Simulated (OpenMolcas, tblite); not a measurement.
How methods differ on C2H5ClSi (SMILES ClC1C[SiH2]1)

C2H5ClSi: 9 atoms, total charge 0, spin state singlet. SMILES: `ClC1C[SiH2]1`. The coordinates come from a PBE0-D4/def2-TZVP relaxation.

Quantity: the vertical energy of the triplet above the singlet, in eV. The values are calculated.

| level | kind | program | value (eV) | less CCSD(T)/def2-SVP | CPU time (all runs) |
| --- | --- | --- | --- | --- | --- |
| IPEA1-xTB | semi-empirical | tblite | 4.42 | -0.87 | under 2 s |
| HF/def2-SVP | Hartree–Fock | OpenMolcas | 5.09 | -0.20 | 17 s |
| SVWN5/def2-SVP | LDA | OpenMolcas | 4.77 | -0.52 | 43 s |
| revPBE/def2-SVP | GGA | OpenMolcas | 4.65 | -0.64 | 75 s |
| TPSS/def2-SVP | meta-GGA | OpenMolcas | 4.76 | -0.53 | 1.9 min |
| BHLYP/def2-SVP | global hybrid | OpenMolcas | 5.21 | -0.08 | 72 s |
| CCSD(T)/def2-SVP, open shells restricted | coupled cluster or CI | OpenMolcas | 5.29 | 0.00 | 87 s |

CCSD(T)/def2-SVP, open shells restricted is the highest level here, not the true value. The values span 4.42 to 5.29 eV. Times are those of the runs behind each value, whatever else they computed, on shared processors of several kinds: orders of magnitude only.
